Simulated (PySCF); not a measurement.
C5H5ClS3.
Bonds: C1–C2, C2–C3, C3–S4, S4–C5, C5–S6 (double), C5–S7, S7–C8, C8–Cl9, C3–C8 (double). Hydrogens: H10, H11, H12 on C1; H13, H14 on C2.

The same species was optimised twice, with GFN2-xTB and with PBE0-D3(BJ)/def2-SVP (PySCF), and the same property calculations (PySCF, gas phase) were run on both structures.

```tsv
coordinate	GFN2-xTB	PBE0-D3(BJ)/def2-SVP	change
C3–C8 (Å)	1.342	1.351	+0.009
S7–C8 (Å)	1.754	1.747	-0.007
C5=S6 (Å)	1.626	1.632	+0.006
C1–C2 (Å)	1.530	1.527	-0.003
C2–C3 (Å)	1.494	1.497	+0.003
C8–Cl9 (Å)	1.716	1.718	+0.002
C5–S7 (Å)	1.753	1.753	0.000
S4–C5 (Å)	1.750	1.750	0.000
C3–S4 (Å)	1.749	1.748	-0.001
C1–C2–C3 (°)	110.7	112.8	+2.1
S4–C5–S7 (°)	112.9	111.9	-1.0
C3–S4–C5 (°)	97.6	98.6	+1.0
C5–S7–C8 (°)	95.9	96.7	+0.8
S4–C3–C8 (°)	115.1	114.3	-0.8
S4–C5–S6 (°)	123.4	124.2	+0.8
C2–C3–S4 (°)	118.4	119.0	+0.6
S6–C5–S7 (°)	123.6	123.9	+0.3
C1–C2–C3–S4 (°)	-83	-80	+3
```

Rotational constants: A = 1371, B = 640.3, C = 454.8 MHz (GFN2-xTB) against A = 1354, B = 637.1, C = 450.9 MHz (PBE0-D3(BJ)/def2-SVP). Point groups within 0.08 Å: C1 and C1. Atoms that the bonding makes alike are paired by their places after alignment.

On the GFN2-xTB structure: lowest singlet, TDDFT (eV) 2.95 [CAM-B3LYP/def2-SVPD]; isotropic polarisability (au) 137.1 [CAM-B3LYP/def2-SVPD]; HOMO (eV) -7.60 [CAM-B3LYP/def2-SVPD]; LUMO (eV) -1.16 [CAM-B3LYP/def2-SVPD]; dipole (D) 4.19 [CAM-B3LYP/def2-SVPD].

Problem. What do these properties become on the PBE0-D3(BJ)/def2-SVP structure?

Solution. 
```csv
property,level,on GFN2-xTB,on PBE0-D3(BJ)/def2-SVP,change
"lowest singlet, TDDFT (eV)",CAM-B3LYP/def2-SVPD,2.95,2.96,+0.01
isotropic polarisability (au),CAM-B3LYP/def2-SVPD,137.1,138.2,+1.1
HOMO (eV),CAM-B3LYP/def2-SVPD,-7.60,-7.60,0.00
LUMO (eV),CAM-B3LYP/def2-SVPD,-1.16,-1.16,0.00
dipole (D),CAM-B3LYP/def2-SVPD,4.19,4.26,+0.07
"energy, GFN2-xTB geometry as zero (kcal/mol)",CAM-B3LYP/def2-SVPD,0.0,-0.5,-0.5
```

The heavy atoms differ by 0.026 Å rms after alignment (one structure mirrored). Among bonds between heavy atoms C3–C8 changes most (+0.009 Å). Changes are differences of the printed values. Neither structure is proved a minimum here.

Conformer computed: `[CH3:1][CH2:2][c:3]1[s:4][c:5](=[S:6])[s:7][c:8]1[Cl:9]`: C1–C2–C3–S4 -80°.
